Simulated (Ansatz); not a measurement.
Cost and result for the atomization energy of Al2BBrClH3 (`[AlH2][BH][Al]([Cl])[Br]`) (8 atoms, 7 bonds).

The species carries charge 0 and has multiplicity 1. Correlated methods include outer-core shells of Br, which these sets cover unevenly. Scalar relativity is left out up to krypton. The geometry is a stationary point of PBE0-D4/def2-TZVP. It is one conformer, not always the lowest. Program: Ansatz. All runs use 4 threads of a server CPU on a shared host. Times are those of one run each, without the atoms' runs, and a repeat can differ threefold. Electronic energies, without spin–orbit coupling; frozen cores. CCSD(T)/CBS adds CCSD(T) − MP2 in def2-TZVPP to the MP2 limit, and its time is that of the two runs behind it. T1 = 0.010. With those shells the extrapolation isn't a true limit. B3LYP takes the VWN-RPA correlation (the form of Gaussian; ORCA's B3LYP/G).

CCSD(T)/CBS is a level of theory with its own doubt, some kJ/mol a heavy atom from the limit and from the frozen cores, so smaller differences don't rank the functionals.

| level | functions | wall time |
| --- | --- | --- |
| revPBE-D4/def2-TZVPP | 247 | 1.3 s |
| BLYP-D4/def2-TZVPP | 247 | 1.3 s |
| PBE-D4/def2-TZVPP (with forces) | 247 | 1.4 s |
| PBE0-D4/def2-TZVPP | 247 | 2.5 s |
| BHLYP-D4/def2-TZVPP | 247 | 2.5 s |
| r2SCAN-D4/def2-TZVPP (with forces) | 247 | 2.6 s |
| CCSD(T)/def2-SVP | 115 | 3.2 s |
| B3LYP-D4/def2-TZVPP (with forces) | 247 | 3.4 s |
| r2SCANh-D4/def2-TZVPP | 247 | 3.4 s |
| PBE-QIDH/def2-TZVPP | 247 | 3.8 s |
| MP2/def2-QZVPP | 446 | 14 s |
| CCSD(T)/def2-TZVPP | 247 | 36 s |
| CCSD(T)/CBS(def2) | – | 50 s |

Problem. What atomization energy does each give, and how far from CCSD(T)/CBS? (Best estimate.)

Solution. Ansatz gave: 
| level | atomization (kcal/mol) | difference from CCSD(T)/CBS | per bond |
| --- | --- | --- | --- |
| revPBE-D4/def2-TZVPP | 519.6 | -12.6 | -1.8 |
| BLYP-D4/def2-TZVPP | 518.6 | -13.6 | -1.9 |
| PBE-D4/def2-TZVPP (with forces) | 531.2 | -1.0 | -0.1 |
| PBE0-D4/def2-TZVPP | 529.6 | -2.6 | -0.4 |
| BHLYP-D4/def2-TZVPP | 521.2 | -11.0 | -1.6 |
| r2SCAN-D4/def2-TZVPP (with forces) | 539.3 | 7.1 | 1.0 |
| CCSD(T)/def2-SVP | 499.9 | -32.3 | -4.6 |
| B3LYP-D4/def2-TZVPP (with forces) | 525.5 | -6.7 | -1.0 |
| r2SCANh-D4/def2-TZVPP | 536.5 | 4.3 | 0.6 |
| PBE-QIDH/def2-TZVPP | 530.4 | -1.8 | -0.3 |
| MP2/def2-QZVPP | 536.1 | 3.9 | 0.6 |
| CCSD(T)/def2-TZVPP | 515.8 | -16.4 | -2.3 |
| CCSD(T)/CBS(def2) | 532.2 | 0.0 | 0.0 |

From PBE to PBE0 (25 % exact exchange), in def2-TZVPP and without D4, the atomization energy moves by −1.0 kcal/mol: exact exchange takes away binding that semilocal exchange gives to molecules. At CCSD(T), def2-SVP lies −32.3 kcal/mol from the extrapolated value and def2-TZVPP −16.4 kcal/mol: correlation converges slowly with the basis, and small sets miss more of it in the bonded molecule than in its fragments. The D4 term adds +8.2 kcal/mol with B3LYP and +4.4 kcal/mol with PBE0; it sums over pairs of atoms, weighted by their polarisabilities, and B3LYP, whose exchange is more repulsive, gets the larger term.
